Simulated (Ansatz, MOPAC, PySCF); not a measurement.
Isomers of GeH6OSi: 1 is [GeH3][O][SiH3], 2 is [SiH2]([GeH3])O; one conformer of each (the lowest of an xTB search), B3LYP-D3(BJ)/def2-TZVP minima.
Isomer 1 (charge 0, multiplicity 1):
```xyz
9

Si     1.5400    -0.1700     0.2061
O      0.1023    -0.4316    -0.5303
Ge    -1.5784     0.1178    -0.2842
H      1.9023     1.2699     0.1696
H      1.4942    -0.5954     1.6284
H      2.5730    -0.9532    -0.5065
H     -1.6101     1.6500    -0.4240
H     -2.3969    -0.5715    -1.3817
H     -2.0265    -0.3160     1.1226
```
Isomer 2 (charge 0, multiplicity 1):
```xyz
9

O     -1.5894     0.9221    -0.6641
Si    -0.8680    -0.3325     0.1440
Ge     1.4797     0.0683     0.0558
H     -2.5476     0.9335    -0.7314
H     -1.3313    -0.4006     1.5551
H     -1.1969    -1.6385    -0.4859
H      1.9839     0.1056    -1.3978
H      1.8426     1.4025     0.7315
H      2.2271    -1.0604     0.7928
```

No zero-point or thermal terms.

Rows in 3-21G, 6-31G* carry no dispersion term and start afresh at each structure (6-31G* with six Cartesian d functions); the Pople sets are all-electron and without relativity. The state reached by AM1 isn't checked.

Codes used: Ansatz (Gaussian basis) for Hartree–Fock, density functionals and correlated methods; MOPAC for AM1 (differences of heats of formation); PySCF for 3-21G rows, 6-31G* rows. 

Q: One of these levels gives 0.491 eV for the electronic energy of isomer 2 less that of isomer 1. Name it.
A. HF/6-31G*
B. wB97M-V/def2-TZVPP
C. AM1
D. HF/3-21G

A: A, HF/6-31G*. The others give 0.339 (AM1), 1.185 (HF/3-21G), 0.260 (wB97M-V/def2-TZVPP)

Ansatz is a first-principles code.
